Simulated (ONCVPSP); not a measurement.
**PBE ONCV dataset for lanthanum, scalar-relativistic all-electron reference.**

The input file (ONCVPSP 4.0.1):

```
# ATOM AND REFERENCE CONFIGURATION
# atsym  z   nc   nv     iexc    psfile
  La 57.00    9    4        4      upf
#
#   n    l    f
    1    0    2.00
    2    0    2.00
    2    1    6.00
    3    0    2.00
    3    1    6.00
    3    2   10.00
    4    0    2.00
    4    1    6.00
    4    2   10.00
    5    0    2.00
    5    1    6.00
    5    2    1.00
    6    0    0.50
#
# PSEUDOPOTENTIAL AND OPTIMIZATION
# lmax
    3
#
#   l,   rc,      ep,       ncon, nbas, qcut
    0    2.80    0.00    4    7    4.40
    1    2.90    0.00    4    9    5.70
    2    3.90    0.00    4    9    4.40
    3    3.05    0.13    4    8    4.20
#
# LOCAL POTENTIAL
# lloc, lpopt,  rc(5),   dvloc0
    4    1    2.75    4.00
#
# VANDERBILT-KLEINMAN-BYLANDER PROJECTORs
# l, nproj, debl
    0    2    3.50
    1    2    2.00
    2    2    3.90
    3    2    3.10
#
# MODEL CORE CHARGE
# icmod, fcfact, rcfact
    1    0.45    0.00
#
# LOG DERIVATIVE ANALYSIS
# epsh1, epsh2, depsh
   -3.00    5.00    0.02
#
# OUTPUT GRID
# rlmax, drl
    6.00    0.01
#
# TEST CONFIGURATIONS
# ncnf
    4
# nvcnf
#   n    l    f
    4
    5    0    2.00
    5    1    6.00
    5    2    1.00
    6    0    2.00
#
    4
    5    0    2.00
    5    1    6.00
    5    2    1.00
    6    0    1.00
#
    4
    5    0    2.00
    5    1    6.00
    5    2    1.00
    6    0    0.00
#
    4
    5    0    2.00
    5    1    6.00
    5    2    0.00
    6    0    0.00
#
```

Command:

```bash
oncvpsp.x < La.dat > La.out
```

The program printed (shortened: citation, most of the input echo, consistency checks and plot data are left out):

```
ONCVPSP  (Optimized Norm-Conservinng Vanderbilt PSeudopotential)
scalar-relativistic version 4.0.1

#   n    l    f        energy (Ha)
    1    0    2.00    -1.4244704E+03
    2    0    2.00    -2.2704469E+02
    2    1    6.00    -2.0351799E+02
    3    0    2.00    -4.8827893E+01
    3    1    6.00    -4.1316312E+01
    3    2   10.00    -3.0527703E+01
    4    0    2.00    -1.0129502E+01
    4    1    6.00    -7.6869924E+00
    4    2   10.00    -4.1532305E+00
    5    0    2.00    -1.7647998E+00
    5    1    6.00    -1.1560022E+00
    5    2    1.00    -4.2310651E-01
    6    0    0.50    -3.9931425E-01

Reference configufation results
  iterations    24
  all-electron total energy (Ha)   -8.49288979D+03

Begin loop to  construct optimized pseudo wave functions
and semi-local pseudopoentials for all angular momenta

Calculating optimized projector #   1

 for l=   0

    Fraction of norm inside rc  0.980314
    Optimizing pswf for qcut=   4.40 a_B^-1,  ecut=   9.69 Ha
    Residual kinetic energy error=  1.43D-06 Ha

    Energy error per electron        Cutoff
         Ha          eV             Ha
         0.01000     0.27211        2.42
         0.00100     0.02721        5.98
         0.00010     0.00272        7.51
         0.00001     0.00027        8.89

Calculating optimized projector #   2

 for l=   0

    Fraction of norm inside rc  0.165376
    Optimizing pswf for qcut=   4.40 a_B^-1,  ecut=   9.69 Ha
    Residual kinetic energy error=  1.06D-05 Ha

    Energy error per electron        Cutoff
         Ha          eV             Ha
         0.01000     0.27211        2.26
         0.00100     0.02721        6.34
         0.00010     0.00272        8.27
         0.00001     0.00027        9.91

WARNING wellstate: moderately localized bound state found for n= 6 l=  1
WARNING scattering state with energy  0.05000000
WARNING will be used for the first projector

   Wellstate for l =  1  n =  7
     eigenvalue =   0.0500
     asymptotic potential =   0.5500
     half-point radius =  9.1007

Calculating optimized projector #   1

 for l=   1

    Fraction of norm inside rc  0.948137
    Optimizing pswf for qcut=   5.70 a_B^-1,  ecut=  16.25 Ha
    Residual kinetic energy error=  2.55D-09 Ha

    Energy error per electron        Cutoff
         Ha          eV             Ha
         0.01000     0.27211        3.65
         0.00100     0.02721        5.07
         0.00010     0.00272        8.71
         0.00001     0.00027       11.14

Calculating optimized projector #   2

 for l=   1

    Fraction of norm inside rc  0.094081
    Optimizing pswf for qcut=   5.70 a_B^-1,  ecut=  16.25 Ha
    Residual kinetic energy error=  1.60D-08 Ha

    Energy error per electron        Cutoff
         Ha          eV             Ha
         0.01000     0.27211        3.18
         0.00100     0.02721        4.50
         0.00010     0.00272        9.31
         0.00001     0.00027       11.92

   Wellstate for l =  2  n = 10
     eigenvalue =   3.4769
     asymptotic potential =   3.9769
     half-point radius =  6.2033

Calculating optimized projector #   1

 for l=   2

    Fraction of norm inside rc  0.876441
    Optimizing pswf for qcut=   4.40 a_B^-1,  ecut=   9.69 Ha
    Residual kinetic energy error=  8.52D-09 Ha

    Energy error per electron        Cutoff
         Ha          eV             Ha
         0.01000     0.27211        4.02
         0.00100     0.02721        5.42
         0.00010     0.00272        6.56
         0.00001     0.00027        7.55

Calculating optimized projector #   2

 for l=   2

    Fraction of norm inside rc  0.179750
    Optimizing pswf for qcut=   4.40 a_B^-1,  ecut=   9.69 Ha
    Residual kinetic energy error=  3.40D-05 Ha

    Energy error per electron        Cutoff
         Ha          eV             Ha
         0.01000     0.27211        7.85
         0.00100     0.02721        8.72
         0.00010     0.00272        9.53
         0.00001     0.00027       12.35

WARNING wellstate: localized bound state found for n= 4 l= 3
WARNING this state with energy -0.49440784
WARNING will be used for the first projector

   Wellstate for l =  3  n =  8
     eigenvalue =   2.6056
     asymptotic potential =   3.1056
     half-point radius =  5.3272

Calculating optimized projector #   1

 for l=   3

    Fraction of norm inside rc  0.982241
    Optimizing pswf for qcut=   4.20 a_B^-1,  ecut=   8.82 Ha
    Residual kinetic energy error=  1.14D-02 Ha

    Energy error per electron        Cutoff
         Ha          eV             Ha
         0.01000     0.27211        9.62
         0.00100     0.02721       26.69
         0.00010     0.00272       31.93
         0.00001     0.00027       49.23

Calculating optimized projector #   2

 for l=   3

    Fraction of norm inside rc  0.189888
    Optimizing pswf for qcut=   4.20 a_B^-1,  ecut=   8.82 Ha
    Residual kinetic energy error=  1.52D-01 Ha

    Energy error per electron        Cutoff
         Ha          eV             Ha
         0.01000     0.27211       34.08
         0.00100     0.02721       39.59
         0.00010     0.00272       56.18
         0.00001     0.00027       86.12

Construct Vanderbilt / Kleinmman-Bylander projectors

B matrix Hermiticity error, ll=   0
   1   2    1.0632E-04

  Orthonormal projector coefficients -2.4537E+00 -3.4150E-01

B matrix Hermiticity error, ll=   1
   1   2   -6.4739E-05

  Orthonormal projector coefficients -2.4845E+00 -4.5106E-01

B matrix Hermiticity error, ll=   2
   1   2    1.6160E-04

  Orthonormal projector coefficients  2.3224E+00 -1.2494E+00

B matrix Hermiticity error, ll=   3
   1   2   -2.4087E-04

  Orthonormal projector coefficients  2.1424E+01 -4.0357E+00

Model core correction analysis
  based on d2Exc/dn_idn_j

d2excae - all-electron derivatives

   -2.641529D-02   -2.305422D-02   -1.112353D-02   -2.900071D-03
   -2.305405D-02   -2.303445D-02   -1.523216D-02   -4.550375D-03
   -1.111720D-02   -1.521054D-02   -2.005938D-02   -1.317370D-02
   -2.880460D-03   -4.470505D-03   -1.286958D-02   -1.684356D-02

d2excps - pseudofunction derivatives with no core correction

   -3.684121D-02   -2.655015D-02   -1.137824D-02   -4.565699D-03
   -2.655056D-02   -2.532257D-02   -1.567894D-02   -5.155894D-03
   -1.137190D-02   -1.565714D-02   -2.071397D-02   -1.342627D-02
   -4.547465D-03   -5.076204D-03   -1.312246D-02   -1.705205D-02

rms 2nd derivative error    3.018669E-03

Polynomial model core charge

d2excps - pseudofunction derivatives with core correction

   -2.139306D-02   -2.030179D-02   -1.066379D-02   -2.465305D-03
   -2.030143D-02   -2.219931D-02   -1.542127D-02   -4.312133D-03
   -1.065734D-02   -1.539949D-02   -2.080129D-02   -1.328384D-02
   -2.445711D-03   -4.232373D-03   -1.297990D-02   -1.674503D-02

rms 2nd derivative error    1.632544E-03

Pseudoatom total energy  -31.804798

Diagnostic tests using Vanderbilt-Kleinman-Bylander pseudopotentials
  1 or more projectors used as specified by nproj input data

   l    rcore       rmatch      e in        delta e   norm test  slope test

   0   2.8068312   2.8920527  -1.7647998   0.0000002   1.0001524   1.0001433
   0   2.8068312   2.8920527  -0.3993142   0.0000005   1.0000133   1.0000099

   1   2.9094050   2.9977408  -1.1560022  -0.0000002   1.0000957   1.0000950
   1   2.9094050   2.9977408   0.0500000   0.0000044   1.0000710   1.0000710

   2   3.9003648   4.0187884  -0.4231065  -0.0000002   0.9999130   0.9999162
run_diag: lschvkbbe ERROR   2   6   2  60  3.47689349E+00  3.87458283E+00
   2   3.9003648   4.0187884   3.4768935   0.3976893  24.9948350   1.4991197

   3   3.0520246   3.1446906  -0.4944078  -0.0000001   0.9993222   0.9993264
   3   3.0520246   3.1446906   2.6055922   0.0000341   1.0000806   1.0000806

 Testing for bound ghosts
   n   l    E NL Schr. Eq   E Basis Diag.   E Cutoff

   1   0       -1.764800       -1.764798     24.30
   2   0       -0.399314       -0.396584     24.30

   2   1       -1.156002       -1.155999     46.94

   3   2       -0.423107       -0.423101     29.21

   4   3       -0.494408       -0.494351     41.92

 Testing for highly-localized positive-energy ghosts
       l    <radius>/rc     E Basis Diag.   E Cutoff

       2        0.907873        3.673890     29.21  WARNING - GHOST(+)

       3        0.562155       12.341453     41.92  WARNING - GHOST(+)

       3        0.851131       18.263537     41.92  WARNING - GHOST(+)

       3        0.775497       27.380085     41.92  WARNING - GHOST(+)

       3        0.578936       46.979205     41.92  WARNING - GHOST(+)

Test configuration 0

   n   l     f        eae           eps        diff
   1   0  2.0000-1424.47041882
   2   0  2.0000 -227.04469323
   2   1  6.0000 -203.51798845
   3   0  2.0000  -48.82789283
   3   1  6.0000  -41.31631250
   3   2 10.0000  -30.52770293
   4   0  2.0000  -10.12950182
   4   1  6.0000   -7.68699236
   4   2 10.0000   -4.15323049
   5   0  2.0000   -1.76479979   -1.76479958    2.17D-07
   5   1  6.0000   -1.15600218   -1.15600237   -1.95D-07
   5   2  1.0000   -0.42310651   -0.42310669   -1.72D-07
   6   0  0.5000   -0.39931425   -0.39931370    5.43D-07

    Total energies and differences
      AE_ref= -8.49288979D+03  AE_tst= -8.49288979D+03  dif=  0.00D+00
      PS_ref= -3.18047984D+01  PS_tst= -3.18047984D+01  dif=  5.02D-12
      PSP excitation error= -5.02D-12

Test configuration 1

   n   l     f        eae           eps        diff
   1   0  2.0000-1424.13117956
   2   0  2.0000 -226.70673945
   2   1  6.0000 -203.17998646
   3   0  2.0000  -48.48997445
   3   1  6.0000  -40.97839441
   3   2 10.0000  -30.18982646
   4   0  2.0000   -9.79216496
   4   1  6.0000   -7.34978495
   4   2 10.0000   -3.81635258
   5   0  2.0000   -1.43043826   -1.42583305    4.61D-03
   5   1  6.0000   -0.82320022   -0.82033693    2.86D-03
   5   2  1.0000   -0.11356961   -0.11187995    1.69D-03
   6   0  2.0000   -0.13522399   -0.13460007    6.24D-04

    Total energies and differences
      AE_ref= -8.49288979D+03  AE_tst= -8.49328529D+03  dif= -3.96D-01
      PS_ref= -3.18047984D+01  PS_tst= -3.21996018D+01  dif= -3.95D-01
      PSP excitation error= -6.99D-04

Test configuration 2

   n   l     f        eae           eps        diff
   1   0  2.0000-1424.34753378
   2   0  2.0000 -226.92230502
   2   1  6.0000 -203.39558312
   3   0  2.0000  -48.70554481
   3   1  6.0000  -41.19396476
   3   2 10.0000  -30.40536611
   4   0  2.0000  -10.00745267
   4   1  6.0000   -7.56500342
   4   2 10.0000   -4.03138876
   5   0  2.0000   -1.64426872   -1.64214118    2.13D-03
   5   1  6.0000   -1.03637706   -1.03497950    1.40D-03
   5   2  1.0000   -0.31269927   -0.31194665    7.53D-04
   6   0  1.0000   -0.30662357   -0.30614230    4.81D-04

    Total energies and differences
      AE_ref= -8.49288979D+03  AE_tst= -8.49306604D+03  dif= -1.76D-01
      PS_ref= -3.18047984D+01  PS_tst= -3.19809446D+01  dif= -1.76D-01
      PSP excitation error= -1.07D-04

Test configuration 3

   n   l     f        eae           eps        diff
   1   0  2.0000-1424.60227329
   2   0  2.0000 -227.17598930
   2   1  6.0000 -203.64930187
   3   0  2.0000  -48.95911438
   3   1  6.0000  -41.44753351
   3   2 10.0000  -30.65891751
   4   0  2.0000  -10.26030449
   4   1  6.0000   -7.81771601
   4   2 10.0000   -4.28376684
   5   0  2.0000   -1.89340706   -1.89603948   -2.63D-03
   5   1  6.0000   -1.28320432   -1.28497052   -1.77D-03
   5   2  1.0000   -0.54013122   -0.54085426   -7.23D-04

    Total energies and differences
      AE_ref= -8.49288979D+03  AE_tst= -8.49266590D+03  dif=  2.24D-01
      PS_ref= -3.18047984D+01  PS_tst= -3.15807013D+01  dif=  2.24D-01
      PSP excitation error= -2.09D-04

Test configuration 4

   n   l     f        eae           eps        diff
   1   0  2.0000-1424.99408185
   2   0  2.0000 -227.57172634
   2   1  6.0000 -204.04483573
   3   0  2.0000  -49.35267904
   3   1  6.0000  -41.84109470
   3   2 10.0000  -31.05301443
   4   0  2.0000  -10.64986060
   4   1  6.0000   -8.20691037
   4   2 10.0000   -4.67240672
   5   0  2.0000   -2.26616219   -2.26331337    2.85D-03
   5   1  6.0000   -1.64429282   -1.64234447    1.95D-03

    Total energies and differences
      AE_ref= -8.49288979D+03  AE_tst= -8.49196951D+03  dif=  9.20D-01
      PS_ref= -3.18047984D+01  PS_tst= -3.08853768D+01  dif=  9.19D-01
      PSP excitation error=  8.51D-04
```

The run took about 4.5 s on one core of a shared server CPU.
